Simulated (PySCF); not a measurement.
H3Ga, triplet, at the geometry of the source list (a higher spin typed on purpose: for a closed-shell molecule this is an excited state). Base run: B3LYP/def2-SVP (PySCF).

The PySCF input:
```python
from pyscf import gto, scf, dft

mol = gto.Mole()
mol.atom = '''
    Ga    0.00000000    0.00000000   -0.00000000
    H     0.67000000   -0.43680000    1.34750000
    H    -0.31380000    1.51220000   -0.26500000
    H    -0.35630000   -1.07550000   -1.08250000
'''
mol.basis = 'def2-svp'
mol.spin = 2
mol.verbose = 4
mol.build()

mf = dft.UKS(mol)
mf.xc = 'b3lyp'
mf.kernel()
```

Each row names what was changed in the base input (with any setting that the change needs).

```tsv
change	basis functions	E (Eh)	HOMO (eV)	dipole (D)
base	47	-1926.24727	-3.91	1.28
basis = x2c-TZVPall; relativity = none	66	-1918.57767	-3.96	1.20
basis = cc-pVTZ-DK; relativity = none	85	-1915.59007	-3.98	1.21
basis = cc-pVTZ-DK; relativity = spin-free X2C	85	-1945.52744	-3.94	1.21
basis = cc-pVTZ-DK; relativity = spin-free X2C; nucleus = Gaussian (with mol.nucmod = 'G')	85	-1945.51663	-3.94	1.21
basis = jorge-DZP-DKH; relativity = spin-free X2C; nucleus = Gaussian (with mol.nucmod = 'G')	58	-1945.39934	-3.80	1.33
basis = x2c-TZVPall; relativity = spin-free X2C	66	-1945.51689	-3.92	1.20
basis = jorge-DZP-DKH; relativity = none	58	-1922.03773	-3.85	1.32
basis = x2c-TZVPall; relativity = spin-free X2C; nucleus = Gaussian (with mol.nucmod = 'G')	66	-1945.50755	-3.92	1.20
basis = jorge-DZP-DKH; relativity = spin-free X2C	58	-1945.40921	-3.80	1.33
```

Absolute energies of different levels of theory aren't comparable as measures of quality.

Open shells are given as the SCF converged; they aren't shown to be the lowest states, and a large step between rows can be another state.

Basis sets contracted for a relativistic Hamiltonian are a mismatch without it, so the rows without relativity aren't non-relativistic limits. No row has spin-orbit coupling; sets with core potentials leave out the core electrons.
